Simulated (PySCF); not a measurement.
Delta-SCF ions had no search for a lower state. Excitations are Tamm–Dancoff values on a coarser integration grid. The basis has no diffuse functions, so Rydberg states are missing or too high.

C4H5BOS, SMILES `Bc1ccsc1O` (charge 0, multiplicity 1)

Calculation: PySCF with ωB97X-D3(BJ)/def2-TZVP // PBE0-D3(BJ)/def2-SVP.

* **HOMO**: -8.73 eV
* **dipole moment**: 2.67 D
* **HOMO–LUMO gap**: 9.21 eV
* **LUMO**: 0.48 eV
* **S1 excitation (TDA)**: 4.87 eV
* **S1 oscillator strength**: 0.105
* **brightest of the four lowest singlets (TDA)**: 4.87 eV
* **T1 excitation (TDA)**: 3.30 eV
* **S1–T1 gap (TDA)**: 1.57 eV
* **vertical ionisation energy (Delta-SCF)**: 8.47 eV
* **vertical electron affinity (Delta-SCF)**: -0.18 eV
* **total energy**: -17793.36 eV
* **cost**: roughly 7 core-minutes

```xyz
12

B     -0.9974     1.6611    -0.3644
C     -0.1403     0.4331    -0.0931
C      1.3005     0.3846    -0.0588
C      1.8261    -0.8393     0.2062
S      0.5736    -2.0244     0.4335
C     -0.6565    -0.8343     0.1637
O     -1.9497    -1.1433     0.2067
H     -2.2029     1.5890    -0.3694
H     -0.4624     2.7259    -0.5785
H      1.9178     1.2675    -0.2333
H      2.8688    -1.1417     0.2869
H     -2.0777    -2.0784     0.4005
```
